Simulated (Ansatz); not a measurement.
`N[SiH](C=O)CCl` + HCl → `N[SiH](Cl)CCl` + `C=O`  (ligand exchange at the Si–C bond)

Gas-phase electronic energies from Ansatz, PBE0-D4/def2-TZVP geometries. CCSD(T)/CBS is the MP2 limit (def2-TZVPP, def2-QZVPP) plus CCSD(T) − MP2 in def2-TZVPP, frozen cores. This one scheme is used for every species. DFT in def2-TZVPP. B3LYP here is the variant with VWN-RPA as its local correlation; programs differ in this. Each species was taken in one conformer, which may not be the lowest.

| level | ΔE (kJ/mol) | difference from CCSD(T)/CBS |
| --- | --- | --- |
| B3LYP-D4 | -123.5 | 1.3 |
| ωB97M-V | -125.2 | -0.4 |
| B2PLYP | -125.8 | -1.0 |
| PBE | -117.7 | 7.1 |
| r2SCAN | -125.2 | -0.4 |
| PBE0 | -123.5 | 1.3 |
| B3LYP | -123.1 | 1.7 |
| CCSD(T)/def2-TZVPP | -122.4 | 2.4 |
| MP2/def2-QZVPP | -131.4 | -6.6 |
| CCSD/CBS(def2) | -126.4 | -1.6 |
| CCSD(T)/CBS | -124.8 | 0 |

Largest T1 diagnostic among the species: 0.015.

From PBE to PBE0 (25 % exact exchange), in def2-TZVPP and without D4, ΔE moves by −5.8 kJ/mol. In def2-TZVPP, CCSD(T) changes the Hartree–Fock value by +14.6 kJ/mol (the triples alone add +1.6 kJ/mol) and MP2 by +7.0 kJ/mol.
